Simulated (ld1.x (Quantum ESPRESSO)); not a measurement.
Building the PAW potential for zirconium (Zr) (PBE, fully relativistic).

* Element: Zr (Z = 40)
* Generator: ld1.x (Quantum ESPRESSO) 7.5
* Type: PAW
* Functional: PBE
* Relativity: fully relativistic
* Frozen core: [Kr]
* Valence charge: 4
* Reference configuration: 4d2 5s1.75 5p0.25
* Partial waves: 5s (bound): rcut 1.90, rcutus 2.60 bohr; 5s channel at 4.2 Ry: rcut 1.90, rcutus 2.60 bohr; 5p (bound): rcut 2.65, rcutus 3.70 bohr; 5p channel at 2.95 Ry: rcut 2.65, rcutus 3.70 bohr; 4d (bound): rcut 2.50, rcutus 3.10 bohr; 4d channel at 0.25 Ry: rcut 2.50, rcutus 3.10 bohr
* Local potential: all-electron potential smoothed inside 3.05 bohr (lloc = -1)
* Core correction: Bessel-smoothed model core inside 1.75 bohr
* Augmentation charge: PSQ, radius 1.35 bohr

Open shells are filled in proportion to 2j + 1 (rel_dist='average').

Question: Does this generation succeed?

Answer: No. ld1.x (Quantum ESPRESSO) 7.5 stopped with "new_paw_hamiltonian: negative rho": the pseudo-density turned negative during the self-consistent test, most likely because a state had been found with a wrong node count and its wave set to zero before. Before that it printed "Warning: n=1, l=0 expected 0 nodes, found 1".
